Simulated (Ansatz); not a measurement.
The same molecule with X = F, Cl, Br. Ansatz, PBE0-D4/def2-TZVP geometries, multiplicity 1. Each molecule was computed in one conformer, which needn't be the lowest.

Scalar relativity is left out up to krypton.

```tsv
X	molecule	mean X–Si bond length / Å	HOMO energy (PBE0/def2-TZVPP) / eV	HOMO–LUMO gap (B3LYP/def2-TZVPP) / eV	LUMO energy (B3LYP/def2-TZVPP) / eV
Cl	`C[Si](N)(O)Cl`	2.088	-7.78	7.88	0.36
Br	`C[Si](N)(O)Br`	2.263	-7.68	7.73	0.30
```

(1) Give the row for X = F, `C[Si](N)(O)F`. (Best estimate.)

Results:

(1) Ansatz gave: 
```json
{"X": "F", "molecule": "`C[Si](N)(O)F`", "mean X–Si bond length / Å": "1.610", "HOMO energy (PBE0/def2-TZVPP) / eV": "-7.79", "HOMO–LUMO gap (B3LYP/def2-TZVPP) / eV": "7.92", "LUMO energy (B3LYP/def2-TZVPP) / eV": "0.38"}
```

From F to Br the mean X–Si bond length rises at each step, by 0.653 Å in all; the HOMO energy (PBE0/def2-TZVPP) rises at each step, by 0.11 eV in all; the HOMO–LUMO gap (B3LYP/def2-TZVPP) falls at each step, by 0.19 eV in all; the LUMO energy (B3LYP/def2-TZVPP) falls at each step, by 0.08 eV in all. Bonds lengthen as the atom grows down the group.

B3LYP here is the variant with VWN-RPA as its local correlation; programs differ in this.

Spin–orbit coupling is left out; it splits and shifts lone-pair levels of the heavy atoms by tenths of an eV.
